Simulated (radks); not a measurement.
Neutral manganese, 25 electrons, occupied as [Ar] 3d5 4s2 (the NIST ground configuration). Calculated with a radial shooting solver on a logarithmic mesh with Libxc functionals: scalar-relativistic Kohn-Sham, LDA (Slater exchange, Perdew-Wang correlation), spin-polarised, spherical densities, finite nucleus; open shells are filled with parallel spins first; Fermi nuclear charge, rms radius 3.7057 fm.

Normalised radial functions P(r) = r R(r), r in bohr:

```
   r/bohr * 3s up, o 4s up (the largest magnitude, 1.21, reaches the edge; | marks zero, & curves that meet)
 0.005244                             |o *
 0.006883                             |o  *
 0.009035                             |o   *
  0.01186                             | o   *
  0.01557                             | o    *
  0.02043                             | o     *
  0.02703                             | o     *
  0.03548                             | o     *
  0.04658                             | o    *
  0.06113                             |o  *
  0.08024                             &
   0.1053                       *   o |
   0.1383                  *       o  |
   0.1829               *         o   |
   0.2401                 *        o  |
   0.3152                         *  o|
   0.4137                             |  o     *
    0.543                             |     o              *
   0.7127                             |     o                    *
    0.943                             | o                     *
    1.238                         o   |              *
    1.625                   o         |      *
    2.133               o             | *
    2.799               o             *
    3.674                  o          *
    4.861                       o     *
    6.381                          o  *
    8.376                            o*
    10.99                             &
```

3s up: eigenvalue -86.845 eV, 2 radial nodes at r = 0.0796, 0.344 bohr, <r> = 0.853 bohr, 90 % of the charge inside 1.28 bohr. 4s up: eigenvalue -5.692 eV, 3 radial nodes at r = 0.0793, 0.335, 1.05 bohr, <r> = 2.99 bohr, 90 % of the charge inside 4.55 bohr.
